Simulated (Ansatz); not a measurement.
A nudged elastic band was laid between two geometries of ClH + FGa (4 atoms, charge 0, multiplicity 1).

Theory: UKS B3LYP-D4/def2-SVP (Ansatz 0.2.0).

* movable images: 7
* climbing image: yes
* spring: 5.0 eV/Å²
* optimiser: fire
* start path: through a guess of the saddle point
* force threshold: 0.03 eV/Å
* iteration limit: 60
* end points: relaxed
* largest step: 0.5 Å

First end point:

```xyz
4
Properties=species:S:1:pos:R:3
Ga -1.037 -1.285 -0.664
F -0.046 0.150 -1.247
H 0.519 0.649 0.302
Cl 0.564 0.486 1.608
```

Last end point:

```xyz
4
Properties=species:S:1:pos:R:3
Ga -0.949 -1.275 -0.020
F 0.244 0.537 -1.225
H 0.510 0.745 -0.333
Cl 0.195 -0.006 1.578
```

Question: Which bonds break or form, and what moves?

Answer: Bonds broken: Ga1–F2, H3–Cl4. Bonds formed: Ga1–Cl4, F2–H3. ClH + FGa becomes ClGa + FH.

Question: Give the energies along the band, and the barrier.

Answer: The forces met the threshold. The highest image is number 3 of 0 to 8, 0.103 eV above the first end and 0.313 eV above the last; the last end lies 0.210 eV below the first. Another band between the same ends (7 images) ends at a top of the same energy, where a vibrational analysis finds 1 clearly imaginary mode. The orbitals were unrestricted but ended closed-shell.

| image | path coordinate (Å) | energy (eV) | Ga1–F2 (Å) | H3–Cl4 (Å) | Ga1–Cl4 (Å) |
| --- | --- | --- | --- | --- | --- |
| 0 | 0.00 | 0.000 | 1.84 | 1.32 | 3.30 |
| 1 | 0.20 | 0.014 | 1.86 | 1.33 | 3.05 |
| 2 | 0.40 | 0.063 | 1.91 | 1.38 | 2.85 |
| 3 | 0.59 | 0.103 | 1.99 | 1.48 | 2.73 |
| 4 | 0.75 | 0.049 | 2.07 | 1.61 | 2.64 |
| 5 | 0.90 | -0.054 | 2.16 | 1.72 | 2.54 |
| 6 | 1.04 | -0.143 | 2.25 | 1.83 | 2.45 |
| 7 | 1.19 | -0.196 | 2.36 | 1.95 | 2.38 |
| 8 | 1.33 | -0.210 | 2.48 | 2.08 | 2.34 |

Question: What is the geometry of the highest image?

Answer: 
```xyz
4
Properties=species:S:1:pos:R:3
Ga -0.932 -1.195 -0.359
F 0.089 0.315 -1.146
H 0.432 0.577 0.025
Cl 0.411 0.303 1.480
```

Run time: 5.2 min on 2 threads of Intel(R) Xeon(R) Platinum 8259CL CPU @ 2.50GHz (Skylake/Cascade Lake) (shared host), peak memory 0.21 GiB.
